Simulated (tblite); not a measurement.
C5H7ClSSi.
Cartesian coordinates in Å at the GFN2-xTB level; atoms count from 1:
```
atom  x, y, z in Å
Si1   -2.2866    0.8650   -0.4223
C2    -1.2648   -0.7584   -0.4218
C3     0.1613   -0.4883   -0.1414
C4     0.8034   -0.4863    1.0572
C5     2.1678   -0.1242    0.9753
C6     2.5477    0.1548   -0.2971
Cl7    4.1027    0.6325   -0.8299
S8     1.2394   -0.0239   -1.4253
H9    -1.7597    1.7500   -1.4584
H10   -3.6772    0.5062   -0.7000
H11   -2.1648    1.4861    0.8960
H12   -1.3682   -1.2471   -1.3904
H13   -1.6563   -1.4377    0.3361
H14    0.3192   -0.7447    1.9819
H15    2.8317   -0.0759    1.8184
```

Computed values, GFN2-xTB/tblite, gas phase, harmonic and unscaled. The method is semi-empirical: single wavenumbers can be off by several per cent or more. Modes of hydrogen on silicon can be 10 to 20 % off. One conformer, not necessarily the lowest.

Harmonic wavenumbers (cm⁻¹): 36.4, 70.1, 102.8, 153.6, 206.2, 306.6, 314.9, 378.0, 452.7, 503.2, 512.8, 532.6, 625.5, 685.0, 708.8, 738.3, 762.5, 777.1, 781.1, 792.9, 800.2, 827.9, 933.6, 1058.4, 1091.3, 1171.4, 1193.7, 1206.3, 1331.9, 1449.9, 1485.3, 1571.9, 2275.5, 2281.3, 2293.1, 2984.6, 2992.8, 3128.7, 3144.6.

A = 3237, B = 587.6, C = 546.4 MHz; mass 161.973 u (most abundant isotopes); point group C1, symmetry number 1.

**Question.** What is the zero-point energy?

**Answer.** Half the sum of the wavenumbers: 21332 cm⁻¹ = 60.99 kcal/mol.

**Question.** Entropy at 350 K, 1 bar (ideal gas, RRHO, classical rotation)?

**Answer.** Translation 41.98, rotation 30.59, vibration 32.15: S = 104.7 cal/(mol K).

**Question.** And Cp and H(350 K) − H(0)?

**Answer.** Cp = 41.43 cal/(mol K), of which vibrations give 33.48 (their classical limit is 39 R = 77.5); H(350 K) − H(0) = 8.64 kcal/mol without the zero-point energy, 5.86 from vibrations.

**Question.** How do the functions run with temperature in this model?

**Answer.** 
```
 T (K)  S (cal/(mol K))  Cp (cal/(mol K))  H − H(0) (kcal/mol)  G − H(0) (kcal/mol)  ln q(vib)
    50             60.6              12.9                 0.51                -2.52       0.64
   100             70.9              17.3                 1.26                -5.83       1.81
298.15             98.4              36.9                 6.61               -22.74       6.50
373.15            107.4              43.3                 9.63               -30.46       8.31
   500            121.3              51.8                15.68               -44.99      11.33
   750            144.6              62.5                30.09               -78.34      16.99
  1000            163.5              69.1                46.61              -116.92      22.12
```

q(vib) and H(0) count from the zero-point level.

**Question.** Which modes carry the vibrational entropy at 350 K?

**Answer.** 36.4 cm⁻¹: 5.76; 70.1 cm⁻¹: 4.47; 102.8 cm⁻¹: 3.71; 153.6 cm⁻¹: 2.93; 206.2 cm⁻¹: 2.37; 306.6 cm⁻¹: 1.65 cal/(mol K); the other 33 give 11.25 together.

**Question.** What must be added to the electronic energy to get the Gibbs energy at 350 K and 1 bar?

**Answer.** ZPE + [H(350 K) − H(0)] − T·S = 60.99 + 8.64 − 36.65 = 32.98 kcal/mol.

**Question.** Blend soft modes into free rotors: weight 1/[1 + (100 cm⁻¹/ν̃)⁴] for the oscillator and the rest for a rotor with moment μB/(μ + B), μ = h/(8π²ν), B = 10⁻⁴⁴ kg m². What vibrational entropy results?

**Answer.** 29.16 cal/(mol K) in place of 32.15, which changes −T·S at 350 K by +1.05 kcal/mol.

Hindered rotation and anharmonicity are outside this model. Other conformers, if any are populated, would add a mixing term that is left out. The structure is chiral; the term R ln 2 for an equal mix with its mirror image is left out.

The run took 1.2 s of wall time on one thread, Arm Neoverse N1 (aarch64), shared host. The figure is for the frequency step alone.
